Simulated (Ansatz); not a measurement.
Consider the cleavage of the Si–B bond: `C=NB[SiH3]` + `C=CN[SiH2]Cl` → `C=CN([SiH3])[SiH2]Cl` + `BN=C`.

Computed with Ansatz on PBE0-D4/def2-TZVP structures; ΔE is electronic, products minus reactants. CBS: MP2 limit from def2 TZ/QZ plus the TZ coupled-cluster correction, frozen cores. Functionals use def2-TZVPP. One conformer a species, not always the lowest.

```json
{"level": "r2SCAN", "ΔE (kcal/mol)": "-7.2"}
{"level": "SCS-MP2/def2-TZVPP", "ΔE (kcal/mol)": "-12.3"}
```

**Question.** What does CCSD(T)/CBS give? (An estimate is asked.)

**Answer.** Computed: -10.6 kcal/mol. The listed levels differ from it by 3.4, -1.7 kcal/mol.

Largest T1 diagnostic among the species: 0.017.

The D4 term adds −3.2 kcal/mol with B3LYP and −1.7 kcal/mol with PBE0; it sums over pairs of atoms, weighted by their polarisabilities, and B3LYP, whose exchange is more repulsive, gets the larger term. From PBE to PBE0 (25 % exact exchange), in def2-TZVPP and without D4, ΔE moves by −2.0 kcal/mol.

B3LYP here is the variant with VWN-RPA as its local correlation; programs differ in this.
